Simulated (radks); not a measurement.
The numbers below are computed, except where a source is named.
Q: Sr4+, configuration [Ar] 3d10 4s2 4p4. Code: a radial shooting solver on a logarithmic mesh with Libxc functionals. Model: Dirac Kohn-Sham, LDA (Slater exchange, Perdew-Wang correlation), spin-unpolarised, spherical densities, point nucleus; open shells fill j = l - 1/2 first. Some entries of the table are withheld. Estimate them.

| orbital | occ. | eigenvalue (hartree) | r(max) (bohr) |
|---|---|---|---|
| 1s1/2 | 2 | (1) | 0.02556 |
| 2s1/2 | 2 | -80.93282 | 0.1454 |
| 2p1/2 | 2 | (2) | 0.1137 |
| 2p3/2 | 4 | (3) | 0.1171 |
| 3s1/2 | 2 | -13.97226 | 0.4363 |
| 3p1/2 | 2 | -11.40742 | 0.4248 |
| 3p3/2 | 4 | -11.02094 | 0.4338 |
| 3d3/2 | 4 | (4) | 0.3737 |
| 3d5/2 | 6 | (5) | 0.3764 |
| 4s1/2 | 2 | -3.09467 | 1.165 |
| 4p1/2 | 2 | -2.41433 | 1.259 |
| 4p3/2 | 2 | -2.36200 | 1.283 |

A: 
(1) 1s1/2 eigenvalue (hartree): -586.3551
(2) 2p1/2 eigenvalue (hartree): -73.87647
(3) 2p3/2 eigenvalue (hartree): -71.36650
(4) 3d3/2 eigenvalue (hartree): -6.49930
(5) 3d5/2 eigenvalue (hartree): -6.43161
